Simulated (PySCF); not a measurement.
C$_{2}$H$_{9}$AlN, charge +1, singlet, geometry from GFN2-xTB (such geometries of metal compounds can be far from the true shape). Base run: B3LYP/6-31G run with PySCF.

Here is a job for PySCF.
```python
from pyscf import gto, scf, dft, solvent

mol = gto.M(
    atom='''
Al    0.009341    0.346805    0.087516
C     1.481213    0.987825   -1.044745
H     2.447377    0.561796   -0.743883
H     1.591418    2.077571   -1.003231
H     1.328727    0.721910   -2.099664
C    -1.448311    0.439855    1.401399
H    -2.382063    0.019062    1.004023
H    -1.666976    1.469858    1.705801
H    -1.212307   -0.115748    2.318477
N    -0.038135   -1.667588   -0.416382
H    -0.706438   -1.857158   -1.166346
H    -0.316857   -2.262549    0.367333
H     0.865217   -2.016177   -0.745473
''',
    basis='6-31g',
    charge=1,
    spin=0,
    verbose=4,
)

mf = dft.RKS(mol)
mf.xc = 'b3lyp'
mf.kernel()
```

Each row names what was changed in the base input (with any setting that the change needs).

```json
[
 {"change": "base", "ΔE vs base (kJ/mol)": "0.00", "HOMO-LUMO gap (eV)": "6.82"},
 {"change": "model = ddCOSMO; solvent = tetrahydrofuran", "ΔE vs base (kJ/mol)": "?", "HOMO-LUMO gap (eV)": "?"},
 {"change": "model = C-PCM; solvent = tetrahydrofuran", "ΔE vs base (kJ/mol)": "-234.6", "HOMO-LUMO gap (eV)": "7.23"},
 {"change": "model = IEF-PCM; solvent = tetrahydrofuran; vdw_scale = 1.0", "ΔE vs base (kJ/mol)": "-287.7", "HOMO-LUMO gap (eV)": "7.39"},
 {"change": "model = SS(V)PE; solvent = tetrahydrofuran", "ΔE vs base (kJ/mol)": "-214.8", "HOMO-LUMO gap (eV)": "7.19"},
 {"change": "model = IEF-PCM; solvent = tetrahydrofuran; lebedev_order = 41", "ΔE vs base (kJ/mol)": "?", "HOMO-LUMO gap (eV)": "7.20"},
 {"change": "model = IEF-PCM; solvent = tetrahydrofuran; vdw_scale = 1.4", "ΔE vs base (kJ/mol)": "-202.3", "HOMO-LUMO gap (eV)": "7.08"},
 {"change": "model = IEF-PCM; solvent = tetrahydrofuran; vdw_scale = 1.1", "ΔE vs base (kJ/mol)": "-255.6", "HOMO-LUMO gap (eV)": "7.28"},
 {"change": "model = IEF-PCM; solvent = tetrahydrofuran", "ΔE vs base (kJ/mol)": "?", "HOMO-LUMO gap (eV)": "7.20"},
 {"change": "model = IEF-PCM; solvent = 2-propanol", "ΔE vs base (kJ/mol)": "-257.0", "HOMO-LUMO gap (eV)": "7.27"},
 {"change": "model = IEF-PCM; solvent = acetonitrile", "ΔE vs base (kJ/mol)": "-264.0", "HOMO-LUMO gap (eV)": "7.29"},
 {"change": "model = IEF-PCM; solvent = tetrahydrofuran; r_probe = 0.5", "ΔE vs base (kJ/mol)": "-185.8", "HOMO-LUMO gap (eV)": "7.06"}
]
```

### Question
Complete the blanks.

### Answer

- model = ddCOSMO; solvent = tetrahydrofuran, ΔE vs base (kJ/mol): -209.9
- model = ddCOSMO; solvent = tetrahydrofuran, HOMO-LUMO gap (eV): 7.12
- model = IEF-PCM; solvent = tetrahydrofuran; lebedev_order = 41, ΔE vs base (kJ/mol): -233.0
- model = IEF-PCM; solvent = tetrahydrofuran, ΔE vs base (kJ/mol): -233.2

The base is the gas phase, so ΔE is the electrostatic part of solvation at a fixed geometry, without cavity and dispersion terms.
